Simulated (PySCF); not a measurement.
## Orbital energies and ionisation energy

Compound: C5H11BS.
SMILES with atom numbers: `[CH3:1][S:2][C@@H:3]1[BH:4][CH2:5][CH2:6][CH2:7]1` (hydrogens: H8, H9, H10 on C1; H11 on C3; H12 on B4; H13, H14 on C5; H15, H16 on C6; H17, H18 on C7)

Structure used (PBE0-D3(BJ)/def2-SVP), in Å, numbered top down from 1:
```
atom  x, y, z in Å
C1     2.985    0.324    0.249
S2     1.788    0.764   -1.030
C3     0.333   -0.137   -0.478
B4    -0.883   -0.156   -1.477
C5    -2.182   -0.116   -0.608
C6    -1.703   -0.343    0.833
C7    -0.289    0.242    0.875
H8     3.937    0.799   -0.026
H9     3.139   -0.766    0.295
H10    2.685    0.695    1.240
H11    0.576   -1.227   -0.469
H12   -0.806   -0.189   -2.682
H13   -2.502    0.944   -0.734
H14   -3.044   -0.720   -0.932
H15   -2.363    0.094    1.598
H16   -1.661   -1.427    1.038
H17    0.294   -0.107    1.742
H18   -0.333    1.344    0.938
```

Level: wB97X-D/def2-SVPD (PySCF). Frontier orbitals with their largest atomic shares (Löwdin; up to four atoms above 4 %):

| orbital | ε (eV) | main atoms |
| --- | --- | --- |
| HOMO−3 | -10.96 | B4 23 %, H12 14 %, C6 13 %, C3 13 % |
| HOMO−2 | -10.59 | S2 22 %, C5 20 %, B4 15 %, C3 14 % |
| HOMO−1 | -10.13 | S2 29 %, C3 20 %, B4 14 %, C1 11 % |
| HOMO | -8.10 | ? |
| LUMO | 0.92 | B4 44 %, C3 13 %, C5 12 %, H12 9 % |
| LUMO+1 | 2.03 | B4 41 %, S2 8 %, C6 6 %, H11 6 % |
| LUMO+2 | 2.31 | S2 51 %, C1 12 %, H8 7 %, H9 6 % |

Task: What vertical ionisation energy does ΔSCF give, and how far is −ε(HOMO) from it?

Result: ΔSCF: 8.41 eV (812 kJ/mol; threshold wavelength 147 nm); ⟨S²⟩ of the doublet left behind is 0.754, against 0.75 for a pure doublet. −ε(HOMO) is 8.10 eV, 0.31 eV below it. For the exact functional −ε(HOMO) would equal the first vertical ionisation energy; wB97X-D (range-separated hybrid) falls short of its own ΔSCF value by 4 %.

Task: On which atoms does the HOMO lie?

Result: S2 (sulfide sulfur) 69 %, C1 (S-methyl carbon) 10 %, C3 (sp3 carbon bound to sulfur) 9 %, so more than half of it is on one atom. The HOMO−1 lies 2.03 eV lower.

Task: How many of the 10 lowest singlet excitations (vertical TDDFT, same level) lie below the ionisation energy?

Result: All 10; they run from 4.81 to 7.68 eV.

Task: Shift the occupied levels rigidly so that −ε(HOMO) equals the ΔSCF value. What binding energies result?

Result: The shift is +0.31 eV: HOMO 8.41, HOMO−1 10.44, HOMO−2 10.90, HOMO−3 11.27 eV. A rigid shift is only a rough guide to the deeper ionisations.

Task: What kinetic energy would electrons from this vertical process carry with He I light (21.218 eV)?

Result: 21.22 − 8.41 = 12.81 eV.

Task: With α = 92.2 au, estimate the like-pair dispersion coefficient by London's formula C6 = (3/4)α²I.

Result: I = 0.3092 Eh, so C6 ≈ 1970 au; the Casimir–Polder integral at the same level gives 3460 au, 1.76 times as much.

The structure is a single PBE0-D3(BJ)/def2-SVP conformer in the gas phase; no vibrational or solvent corrections.

The run behind these numbers computed excited states and ΔSCF ions as well. Time: 1.7 min (grids of density and orbitals included); peak memory 1.2 GiB. Hardware: one thread of an Arm Neoverse V1, on a shared host.

The pairwise dispersion term of wB97X-D wasn't added to the energies; at a given geometry it leaves orbitals and properties as they are.
